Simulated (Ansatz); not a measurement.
Saddle point of SiH₆ClOF, singlet (SiH₃F ([F][SiH3]) + HCl + H₂O → SiH₂ClF ([F][SiH2][Cl]) + H₂O + H₂; bonds formed: Si1–Cl5, H2–H8, O9–H10; bonds broken: Si1–H2, Cl5–H10, H8–O9), PBE0-D4/def2-TZVP structure:

```
10
angstrom
Si -0.8145 0.5206 -0.7999
H 0.3860 -0.5893 -0.9252
H -1.4737 -0.3159 -1.8567
H -1.2093 1.8777 -1.2454
Cl 0.8756 1.6834 0.3496
H 0.4960 -1.2741 1.6713
F -1.5327 0.0309 0.5567
H 0.7396 -0.9101 -0.0031
O 1.2171 -1.0153 1.0794
H 1.3159 -0.0077 1.1731
```

Energies are electronic, without zero-point energy. Barriers and step energies count from the start structure reached by relaxing down the imaginary mode; all methods use the PBE0-D4 structures, on which another method's saddle can fall below an end. Program: Ansatz 0.2.0. Basis: def2-TZVPP, with def2-QZVPP for the basis limit. Cores are frozen in the correlated methods. B3LYP uses VWN-RPA correlation. Extrapolation: Hartree–Fock as exp(−7.88 √X), correlation as X^−2.97.

| method | barrier (kcal/mol) | step energy (kcal/mol) |
| --- | --- | --- |
| SPW92 | 17.77 | -8.54 |
| PBE-D4 | ? | -12.35 |
| BLYP-D4 | 33.13 | -12.67 |
| r2SCAN-D4 | 29.13 | -14.22 |
| B97M-V | 32.50 | -14.28 |
| PBE0-D4 | 31.39 | -12.68 |
| B3LYP-D4 | 35.89 | -12.66 |
| r2SCAN0-D4 | ? | -14.10 |
| BHLYP-D4 | 40.67 | -13.04 |
| CAM-B3LYP-D4 | 37.38 | -11.78 |
| wB97X-V | 36.76 | -13.57 |
| wB97M-V | ? | -14.43 |
| B2PLYP | 38.24 | -13.04 |
| PBE-QIDH | 35.23 | -13.60 |
| RPA on PBE | 40.21 | -12.81 |
| HF | 55.22 | -13.99 |
| MP2 | 37.50 | -14.61 |
| CCSD | 42.11 | -13.06 |
| CCSD(T) | 39.28 | -13.27 |

(1) Fill in the withheld barriers. (An estimate is asked for; the value comes from the calculation.)

T1 diagnostic: at most 0.011.

Answers

(1) The calculation gives: wB97M-V 35.28; r2SCAN0-D4 32.29; PBE-D4 27.40 kcal/mol. Each is the energy of the saddle less that of the start structure, by the same method.

For comparison, the barrier by CCSD(T) at an estimated basis limit (MP2 extrapolated from triple and quadruple zeta, plus CCSD(T) − MP2 in triple zeta) is 37.86 kcal/mol.

Labels in which every atom is bracketed show which atoms are joined, not bond orders.

For scale, one of the runs: CCSD(T)/def2-TZVPP, 230 basis functions, launched by `ansatz run in.yaml --threads 4 --pin off --events-out ev --progress --plain --max-ram 9574MiB`. The run took 100 s on 4 CPU threads of an Arm Neoverse V1 (shared host), with 3.9 GiB of host memory at its peak.
